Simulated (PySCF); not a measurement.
# Bond length, frequency and bond energy of TiH by level of theory

State: quartet, unpaired electrons σ ↑, π ↑, δ ↑, a mixture of terms (⟨Lz²⟩ = 4.9). Set-up: PySCF, no relativity, basis sets Ti def2-TZVPP, H def2-TZVPP. De refers to Ti (3d2 4s2) + H in their high-spin ground configurations, without counterpoise correction. The functionals are run spin-unrestricted. A positive dipole means Ti(−)H(+).

```tsv
Level	Re (Å)	ωe (cm⁻¹)	De (eV)	μ (D)
UHF	1.853	1491	n/a	-2.05
UHF-MP2	1.751	1585	n/a	n/a
UHF-SCS-MP2	1.775	1558	n/a	n/a
UHF-CCSD	1.772	1571	2.10	n/a
UHF-CCSD(T)	1.768	1570	2.11	n/a
PBE	1.754	1543	n/a	-2.58
PW91	1.751	1549	n/a	-2.59
r²SCAN	1.758	1551	n/a	-2.78
PBE0	1.757	1567	n/a	-2.80
B97-3	1.774	1530	n/a	-2.60
M06-2X	1.782	1501	n/a	-2.29
ωB97M-V	1.763	1572	n/a	-2.95
B2PLYP	1.753	1594	n/a	-2.63
```

The bond length runs from 1.751 Å (PW91) to 1.853 Å (UHF).

Correlated steps freeze 5 core orbitals. De is left out where the level can put another filling of the metal’s s and d shells below the measured ground configuration, by anything from nothing to about 1 eV. B2PLYP dipoles, levels and charges come from its SCF part alone. The CCSD T1 diagnostic is raised, a sign that a single reference may not be enough here. The state is the lowest single determinant that the PBE0 search found; with open d or f shells the true ground state can be another one.

The whole job (state search and all levels along the bond) took about 13 min on 1 thread of Arm Neoverse V2 (shared host), peak memory 2.3 GiB.
